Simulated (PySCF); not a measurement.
Compound: 4,4,4-trifluorobutan-2-one, C₄H₅F₃O.
Geometry (GFN2-xTB, Å), atoms numbered from 1 in this order:
```
atom  x, y, z in Å
C1     1.5325    0.3729    0.4677
C2     0.8427   -0.7751   -0.2021
O3     1.3241   -1.8651   -0.3348
C4    -0.5574   -0.4782   -0.7622
C5    -1.4505    0.3279    0.1586
F6    -1.4578   -0.1369    1.4156
F7    -2.7238    0.3133   -0.2621
F8    -1.0974    1.6215    0.2351
H9     1.0600    0.5622    1.4311
H10    1.4524    1.2798   -0.1266
H11    2.5771    0.1247    0.6361
H12   -1.0568   -1.4258   -0.9775
H13   -0.4495    0.0792   -1.6964
```

Level of theory: PySCF 2.14.0, density-fitted response routines, TDDFT PBE0/def2-SVPD, vertical, gas phase, core orbitals frozen in the response.

Ground-to-excited transition dipoles (e·a0, same axes as the geometry; the sign carries no meaning), for the states with f of 0.002 or more among the lowest 8:

```
state  E (eV)      μx      μy      μz
   S2   7.273   0.275   0.163   0.230
   S3   8.290   0.159  -0.216  -0.060
   S4   8.441  -0.142  -0.015   0.000
   S5   8.468   0.100   0.057   0.060
   S6   8.679   0.165   0.120   0.064
   S7   8.759   0.083  -0.144  -0.045
   S8   8.771   0.117   0.069   0.049
```

Q: Work out the oscillator strengths.

A: f = (2/3) ΔE |μ|² with ΔE in hartree (27.2114 eV).

| state | \|μ\|² (au) | \|μ\| (D) | f |
| --- | --- | --- | --- |
| S2 | 0.155 | 1.00 | 0.028 |
| S3 | 0.075 | 0.70 | 0.015 |
| S4 | 0.020 | 0.36 | 0.004 |
| S5 | 0.017 | 0.33 | 0.003 |
| S6 | 0.046 | 0.54 | 0.010 |
| S7 | 0.029 | 0.44 | 0.006 |
| S8 | 0.021 | 0.37 | 0.004 |

Q: Which bond between heavy atoms lies closest to the direction of the S2 transition dipole?

A: C1–C2, at 26° from it; next C5–F7 at 32°.

Q: What angle do the transition dipoles of S2 and S3 make?

A: |cos θ| = |μa·μb| / (|μa| |μb|) = 0.05, so θ ≈ 87° (taken between 0 and 90°, since the signs are arbitrary).

Q: What peak molar absorption coefficient would the strongest computed level give as a lone Gaussian band 0.3 eV wide at half height?

A: ε(max) = 2.175×10⁸ f / FWHM, with the width in cm⁻¹. S2: 2.175×10⁸ × 0.0277 / 2420 ≈ 2500 L mol⁻¹ cm⁻¹.

Time: 28 s. Hardware: one thread, Arm Neoverse V2, on a shared host.

One conformer stands for the species.
